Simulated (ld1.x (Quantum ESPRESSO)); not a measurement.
Cl (Z = 17): TM pseudisation with PBE, non-relativistic reference atom.

Input for ld1.x (Quantum ESPRESSO) 7.5:

```
&input
   title='Cl', zed=17., rel=0, dft='PBE', iswitch=3,
   config='[Ne] 3s1.75 3p5.25 3d-2',
   nld=3, rlderiv=1.55, eminld=-4.0, emaxld=5.0, deld=0.02
 /
 &inputp
   pseudotype=2, tm=.true., lloc=0,
   nlcc=.true., new_core_ps=.true.,
   file_pseudopw='Cl.UPF', file_wfcaegen='ae.wfc', file_wfcncgen='nc.wfc', file_beta='beta', file_chi='chi'
 /
3
3P  2  1   5.25   0.00  1.15  1.15  0.0
3D  3  2  -2.00  -0.15  1.10  1.10  0.0
3S  1  0   1.75   0.00  1.40  1.40  0.0
 &test
   configts(1)='3s1.75 3p5.25'
 /
```

Command:

```bash
ld1.x < Cl.in > Cl.out
```

Output (shortened: banner, matrices, multipoles, cross overlaps and the repeated all-electron block are left out):

```
Program LD1 v.7.5
     --------------------------- All-electron run ----------------------------

     Cl

     atomic number is 17.00
     dft =PBE   lsd =0 sic =0 latt =0  beta=0.20 tr2=1.0E-14
     Exchange-correlation= PBE
                           (   1   4   3   4   0   0   0)
     mesh =1157 r(mesh) = 101.16842 a.u. xmin = -7.00 dx = 0.01250
     1 Ry =  13.60569312 eV

     n l     nl                  e(Ry)          e(Ha)          e(eV)
     1 0     1S 1( 2.00)      -201.4473      -100.7237     -2740.8304
     2 0     2S 1( 2.00)       -18.4714        -9.2357      -251.3157
     2 1     2P 1( 6.00)       -14.1048        -7.0524      -191.9058
     3 0     3S 1( 1.75)        -1.5209        -0.7605       -20.6930
     3 1     3P 1( 5.25)        -0.6428        -0.3214        -8.7462

     final scf error:  2.5E-15 reached in  29 iterations

     Etot =    -919.707720 Ry,    -459.853860 Ha,  -12513.261007 eV

     Ekin =     918.578163 Ry,     459.289082 Ha,   12497.892599 eV
     Encl =   -2187.951404 Ry,   -1093.975702 Ha,  -29768.595367 eV
     Eh   =     405.572407 Ry,     202.786203 Ha,    5518.093704 eV
     Exc  =     -55.906887 Ry,     -27.953443 Ha,    -760.651943 eV

     normalization and overlap integrals

     s(1S/1S) =  1.000000  <r> =   0.0914  <r2> =    0.0112  r(max) =   0.0596
     s(2S/2S) =  1.000000  <r> =   0.4463  <r2> =    0.2366  r(max) =   0.3649
     s(2P/2P) =  1.000000  <r> =   0.4076  <r2> =    0.2069  r(max) =   0.3025
     s(3S/3S) =  1.000000  <r> =   1.5393  <r2> =    2.7580  r(max) =   1.2895
     s(3P/3P) =  1.000000  <r> =   1.8375  <r2> =    4.0718  r(max) =   1.4252

     ------------------------ End of All-electron run ------------------------

     --------------------- Generating NC pseudopotential ---------------------

      Generating local pot.: lloc=0, matching radius rcloc =   1.4000

      Computing core charge for nlcc:

       r > 0.79 : true rho core
      Core charge pseudized with two Bessel functions
      Integrated core pseudo-charge :   5.20

      Wfc   3P  rcut= 1.152  Using Troullier-Martins method

      Wfc   3D  rcut= 1.096  Using Troullier-Martins method

     ------------------- End of pseudopotential generation -------------------

     Computing logarithmic derivative in   1.54582
     Computing logarithmic derivative in   1.54582
     Computing the partial wave expansion
       no projector for channel:   0
     R is outside the sphere for l=    1 j= 0.00
     R is outside the sphere for l=    2 j= 0.00

     ---------------------- Testing the pseudopotential ----------------------

     Cl

     atomic number is 17.00   valence charge is  7.00
     dft =PBE   lsd =0 sic =0 latt =0  beta=0.20 tr2=1.0E-14
     mesh =1157 r(mesh) = 101.16842 xmin = -7.00 dx = 0.01250

     n l     nl             e AE (Ry)        e PS (Ry)    De AE-PS (Ry)
     1 0     3S   1( 1.75)       -1.52091       -1.52091        0.00000
     2 1     3P   1( 5.25)       -0.64283       -0.64283       -0.00000

     eps = 3.8E-16  iter =  4

     Etot =    -919.707720 Ry,    -459.853860 Ha,  -12513.261007 eV
     Etotps =   -42.647365 Ry,     -21.323682 Ha,    -580.246954 eV

     Ekin =      11.053457 Ry,       5.526729 Ha,     150.389950 eV
     Encl =     -58.208560 Ry,     -29.104280 Ha,    -791.967810 eV
     Ehrt =      25.186696 Ry,      12.593348 Ha,     342.682455 eV
     Ecxc =     -19.064002 Ry,      -9.532001 Ha,    -259.378959 eV
     (Ecc =     -12.915924 Ry,      -6.457962 Ha,    -175.730105 eV)
     Epseu=      -1.614956 Ry,      -0.807478 Ha,     -21.972591 eV

     ---------------------- End of pseudopotential test ----------------------
```

Generation and configuration tests took about 1.3 s on one core of a shared server CPU.

Transferability test of the new file with ld1.x, input:

```
&input
   title='Cl', zed=17., rel=0, dft='PBE', iswitch=2,
   config='[Ne] 3s1.75 3p5.25 3d-2'
 /
 &test
   file_pseudo='Cl.UPF', nconf=8,
   configts(1)='3s1.75 3p5.25',
   configts(2)='3s2 3p5',
   configts(3)='3s2 3p4',
   configts(4)='3s2 3p3',
   configts(5)='3s1 3p6',
   configts(6)='3s2 3p2',
   configts(7)='3s2 3p4.5',
   configts(8)='3s1 3p5'
 /
```

```bash
ld1.x < Cl.test.in > Cl.test.out
```

Pseudopotential blocks of its output, shortened (energy terms left out):

```
     ---------------------- Testing the pseudopotential ----------------------

     n l     nl             e AE (Ry)        e PS (Ry)    De AE-PS (Ry)
     1 0     3S   1( 1.75)       -1.52091       -1.52091        0.00000
     2 1     3P   1( 5.25)       -0.64283       -0.64283       -0.00000

     eps = 9.1E-16  iter =  4

     Etot =    -919.707720 Ry,    -459.853860 Ha,  -12513.261004 eV
     Etotps =   -42.647365 Ry,     -21.323682 Ha,    -580.246956 eV

     ---------------------- End of pseudopotential test ----------------------

          ---------------------- Testing the pseudopotential ----------------------

     n l     nl             e AE (Ry)        e PS (Ry)    De AE-PS (Ry)
     1 0     3S   1( 2.00)       -1.50885       -1.50891        0.00006
     2 1     3P   1( 5.00)       -0.63279       -0.63283        0.00004

     eps = 4.3E-15  iter =  6

     Etot =    -919.926989 Ry,    -459.963495 Ha,  -12516.244314 eV
     Etotps =   -42.866634 Ry,     -21.433317 Ha,    -583.230270 eV
     dEtot_ae =      -0.219269 Ry
     dEtot_ps =      -0.219269 Ry,   Delta E=       0.000000 Ry

     ---------------------- End of pseudopotential test ----------------------

          ---------------------- Testing the pseudopotential ----------------------

     n l     nl             e AE (Ry)        e PS (Ry)    De AE-PS (Ry)
     1 0     3S   1( 2.00)       -2.34589       -2.34494       -0.00095
     2 1     3P   1( 4.00)       -1.42869       -1.42791       -0.00079

     eps = 8.6E-16  iter =  9

     Etot =    -918.906069 Ry,    -459.453035 Ha,  -12502.353985 eV
     Etotps =   -41.846008 Ry,     -20.923004 Ha,    -569.343949 eV
     dEtot_ae =       0.801651 Ry
     dEtot_ps =       0.801356 Ry,   Delta E=       0.000295 Ry

     ---------------------- End of pseudopotential test ----------------------

          ---------------------- Testing the pseudopotential ----------------------

     n l     nl             e AE (Ry)        e PS (Ry)    De AE-PS (Ry)
     1 0     3S   1( 2.00)       -3.28685       -3.28378       -0.00307
     2 1     3P   1( 3.00)       -2.32930       -2.32655       -0.00275

     eps = 2.5E-15  iter = 11

     Etot =    -917.034863 Ry,    -458.517431 Ha,  -12476.894922 eV
     Etotps =   -39.976464 Ry,     -19.988232 Ha,    -543.907501 eV
     dEtot_ae =       2.672858 Ry
     dEtot_ps =       2.670901 Ry,   Delta E=       0.001957 Ry

     ---------------------- End of pseudopotential test ----------------------

          ---------------------- Testing the pseudopotential ----------------------

     n l     nl             e AE (Ry)        e PS (Ry)    De AE-PS (Ry)
     1 0     3S   1( 1.00)       -1.55591       -1.55574       -0.00017
     2 1     3P   1( 6.00)       -0.67205       -0.67192       -0.00012

     eps = 7.2E-16  iter = 11

     Etot =    -919.046960 Ry,    -459.523480 Ha,  -12504.270900 eV
     Etotps =   -41.986628 Ry,     -20.993314 Ha,    -571.257182 eV
     dEtot_ae =       0.660760 Ry
     dEtot_ps =       0.660736 Ry,   Delta E=       0.000024 Ry

     ---------------------- End of pseudopotential test ----------------------

          ---------------------- Testing the pseudopotential ----------------------

     n l     nl             e AE (Ry)        e PS (Ry)    De AE-PS (Ry)
     1 0     3S   1( 2.00)       -4.31114       -4.30475       -0.00639  !
     2 1     3P   1( 2.00)       -3.31573       -3.30970       -0.00603  !

     eps = 4.2E-15  iter =  9

     Etot =    -914.218889 Ry,    -457.109444 Ha,  -12438.581649 eV
     Etotps =   -37.164774 Ry,     -18.582387 Ha,    -505.652505 eV
     dEtot_ae =       5.488831 Ry
     dEtot_ps =       5.482591 Ry,   Delta E=       0.006240 Ry

     ---------------------- End of pseudopotential test ----------------------

          ---------------------- Testing the pseudopotential ----------------------

     n l     nl             e AE (Ry)        e PS (Ry)    De AE-PS (Ry)
     1 0     3S   1( 2.00)       -1.91256       -1.91224       -0.00032
     2 1     3P   1( 4.50)       -1.01602       -1.01576       -0.00025

     eps = 6.6E-15  iter =  6

     Etot =    -919.516105 Ry,    -459.758052 Ha,  -12510.653942 eV
     Etotps =   -42.455797 Ry,     -21.227898 Ha,    -577.640544 eV
     dEtot_ae =       0.191616 Ry
     dEtot_ps =       0.191568 Ry,   Delta E=       0.000048 Ry

     ---------------------- End of pseudopotential test ----------------------

          ---------------------- Testing the pseudopotential ----------------------

     n l     nl             e AE (Ry)        e PS (Ry)    De AE-PS (Ry)
     1 0     3S   1( 1.00)       -2.39164       -2.39044       -0.00120
     2 1     3P   1( 5.00)       -1.46884       -1.46787       -0.00097

     eps = 1.7E-16  iter = 11

     Etot =    -917.986026 Ry,    -458.993013 Ha,  -12489.836157 eV
     Etotps =   -40.926167 Ry,     -20.463084 Ha,    -556.828874 eV
     dEtot_ae =       1.721695 Ry
     dEtot_ps =       1.721197 Ry,   Delta E=       0.000497 Ry

     ---------------------- End of pseudopotential test ----------------------
```
